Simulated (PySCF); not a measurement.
C3H5BFN, SMILES F[C@@H]1B(C=C1)N. The structure is a stationary point at PBE-D3(BJ)/def2-SVP. The structure was generated by enumeration; whether it is a known compound was not checked. One conformer was computed; it need not be the lowest.

Computed with PBE-D3(BJ)/def2-SVP (PySCF).

Harmonic wavenumbers (cm⁻¹): 123, 193, 310, 400, 482, 565, 576, 626, 740, 815, 827, 951, 979, 989, 1057, 1074, 1109, 1251, 1299, 1434, 1529, 1565, 2973, 3049, 3133, 3515, 3616. Rotational constants (GHz): 4.910, 3.657, 2.232; symmetry number 1.

Question: Work out the zero-point energy and the ideal-gas rigid-rotor harmonic-oscillator thermochemistry at 298.15 K and 1 atm.

Answer: ZPE = ½ Σ hcν = ½ × 35180 cm⁻¹ = 210.42 kJ/mol. H − E(el) = 228.75 kJ/mol. Entropy in J/(mol K): translation 164.14, rotation 110.82, vibration 45.84, total 320.79. G − E(el) = 133.11 kJ/mol. Cp = 100.25 J/(mol K). Modes under 150 cm⁻¹ make the vibrational entropy uncertain.
